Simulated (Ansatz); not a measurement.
`OCBCl` → `[CH2]` (triplet) + `OBCl` at 500 K and 1 bar (formal loss of a carbene).

Isolated molecules relaxed with PBE0-D4/def2-TZVP in Ansatz; ΔE leaves out vibrations. CBS: MP2 limit from def2 TZ/QZ plus the TZ coupled-cluster correction, frozen cores. This one scheme is used for every species. Triplets are unrestricted, without spin–orbit coupling. Each species was taken in one conformer, which may not be the lowest.

```json
{"species": "`OCBCl`", "CCSD(T)/CBS energy (Eh)": "-600.22716", "H − E (kJ/mol)": "179.9", "S (J/(mol·K))": "353.0"}
{"species": "`[CH2]` (triplet)", "CCSD(T)/CBS energy (Eh)": "-39.09499", "H − E (kJ/mol)": "62.7", "S (J/(mol·K))": "213.9"}
{"species": "`OBCl`", "CCSD(T)/CBS energy (Eh)": "-561.03999", "H − E (kJ/mol)": "100.1", "S (J/(mol·K))": "295.7"}
```

H − E and S are ideal-gas, rigid-rotor, harmonic terms from PBE0-D4/def2-TZVP, for one conformer and one mirror image of each species, with the whole ground term of open shells counted as degenerate. 1 Eh = 2625.50 kJ/mol, R = 8.31446 J/(mol·K).

By hand: ΔE, ΔH, ΔS and ΔG.

ΔE = (-39.09499) + (-561.03999) − (-600.22716) = 0.09218 Eh = 242.0 kJ/mol. Δ(H − E) = 62.7 + 100.1 − 179.9 = -17.1, so ΔH = 224.9 kJ/mol. ΔS = 213.9 + 295.7 − 353.0 = 156.6 J/(mol·K). ΔG = 224.9 − 500 × (156.6)/1000 = 146.6 kJ/mol.

By hand: the equilibrium constant, and the temperature at which ΔG would vanish if ΔH and ΔS stayed fixed.

log₁₀ K = −ΔG/(RT ln 10) = -15.3. ΔG = 0 at ΔH/ΔS = 1436 K.

The number of gas molecules changes by +1, which sets the sign of ΔS. A doubt of 5 kJ/mol in ΔE shifts log₁₀ K by 0.5 here. Other conformers and mirror images would add mixing entropy, several J/(mol·K) or more a flexible species. A triplet takes part, so the spin changes. These are equilibria of isolated gas molecules and say nothing of rates. Largest T1 diagnostic: 0.012 (customary marks: 0.02 for closed shells, 0.045 for open ones).
